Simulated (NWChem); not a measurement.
System: C2H6ClSi cation

```xyz
10

C      0.0048    -1.6168    -1.2000
Si     0.0000     0.0000    -0.3601
C     -0.0048     1.6168    -1.2000
Cl     0.0000     0.0000     1.6315
H      0.5377    -1.5541    -2.1626
H     -1.0457    -1.8907    -1.4185
H      0.4363    -2.4063    -0.5667
H     -0.4363     2.4063    -0.5667
H      1.0457     1.8907    -1.4185
H     -0.5377     1.5541    -2.1626
```
Atoms are numbered in this order, from 1.

Computed with NWChem. Pople sets run with spherical d functions. Structure relaxed at the PBE0/def2-SVP level. Total energies compare along this basis series because the functional is fixed.

```tsv
level	basis functions	energy (Ha)	highest occupied level (eV)	orbital gap (eV)
PBE/STO-3G	34	-819.5589	?	?
PBE/3-21G	56	-824.6283	-13.36	4.34
PBE/6-31G*	76	-828.7923	-13.21	4.52
PBE/6-31+G*	92	-828.7951	-13.25	4.51
PBE/6-311G**	124	-828.8737	-13.29	4.54
PBE/6-311++G**	146	-828.8764	-13.27	4.55
```

Question: Fill in the missing entries.

Answer: 
- PBE/STO-3G, highest occupied level (eV): -12.07
- PBE/STO-3G, orbital gap (eV): 4.47
